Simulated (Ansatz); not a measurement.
A nudged elastic band was laid between two geometries of ClGaH4 (6 atoms, charge 0, multiplicity 1).

Theory: RKS PBE0-D4/def2-SVP (Ansatz).

```json
{
 "movable images": "5",
 "climbing image": "yes",
 "spring": "0.1 eV/Å²",
 "optimiser": "quadratic models (default)",
 "start path": "through a guess of the saddle point",
 "force threshold": "0.03 eV/Å",
 "iteration limit": "60",
 "end points": "relaxed"
}
```

First end point:

```xyz
6
Properties=species:S:1:pos:R:3
Ga 0.001 0.186 0.010
H -0.004 0.697 1.504
H 1.363 0.113 -0.769
H -1.365 0.037 -0.752
Cl 0.079 -2.418 0.947
H 0.076 -2.008 2.169
```

Last end point:

```xyz
6
Properties=species:S:1:pos:R:3
Ga 0.020 -0.574 -0.281
H 0.011 0.261 2.049
H 1.412 0.098 -0.480
H -1.409 0.019 -0.462
Cl 0.082 -2.699 0.148
H 0.034 -0.499 2.135
```

(1) Which bonds break or form, and what moves?

(2) Give the energies along the band, and the barrier.

(3) What is the geometry of the highest image?

## Answers

(1) Bonds broken: Ga1–H2, Cl5–H6. Bonds formed: Ga1–Cl5, H2–H6. ClGaH4 becomes ClGaH2 + H2.

(2) The forces met the threshold. The highest image is number 3 of 0 to 6, 4.6 kcal/mol above the first end and 25.8 kcal/mol above the last; the last end lies 21.3 kcal/mol below the first. Another band between the same ends (5 images) ends at a top of the same energy, where a vibrational analysis finds 1 clearly imaginary mode. The orbitals stay closed-shell, which can raise the energy where a bond breaks towards radicals; this wasn't checked here.

```json
{"image": "0", "path coordinate (Å)": "0.00", "energy (kcal/mol)": "0.0", "Ga1–H2 (Å)": "1.58", "Cl5–H6 (Å)": "1.29", "Ga1–Cl5 (Å)": "2.77"}
{"image": "1", "path coordinate (Å)": "0.44", "energy (kcal/mol)": "0.6", "Ga1–H2 (Å)": "1.59", "Cl5–H6 (Å)": "1.29", "Ga1–Cl5 (Å)": "2.77"}
{"image": "2", "path coordinate (Å)": "0.88", "energy (kcal/mol)": "1.9", "Ga1–H2 (Å)": "1.60", "Cl5–H6 (Å)": "1.32", "Ga1–Cl5 (Å)": "2.75"}
{"image": "3", "path coordinate (Å)": "1.32", "energy (kcal/mol)": "4.6", "Ga1–H2 (Å)": "1.69", "Cl5–H6 (Å)": "1.48", "Ga1–Cl5 (Å)": "2.54"}
{"image": "4", "path coordinate (Å)": "1.80", "energy (kcal/mol)": "-8.4", "Ga1–H2 (Å)": "1.92", "Cl5–H6 (Å)": "1.94", "Ga1–Cl5 (Å)": "2.31"}
{"image": "5", "path coordinate (Å)": "2.28", "energy (kcal/mol)": "-19.4", "Ga1–H2 (Å)": "2.22", "Cl5–H6 (Å)": "2.43", "Ga1–Cl5 (Å)": "2.19"}
{"image": "6", "path coordinate (Å)": "2.76", "energy (kcal/mol)": "-21.3", "Ga1–H2 (Å)": "2.48", "Cl5–H6 (Å)": "2.96", "Ga1–Cl5 (Å)": "2.17"}
```

(3) 
```xyz
6
Properties=species:S:1:pos:R:3
Ga 0.009 -0.097 -0.002
H 0.017 0.061 1.677
H 1.423 0.136 -0.603
H -1.423 0.062 -0.584
Cl 0.077 -2.438 0.974
H 0.047 -1.118 1.647
```

The run took 81 s on 1 thread of Arm Neoverse V2 (shared host), peak memory 0.14 GiB.
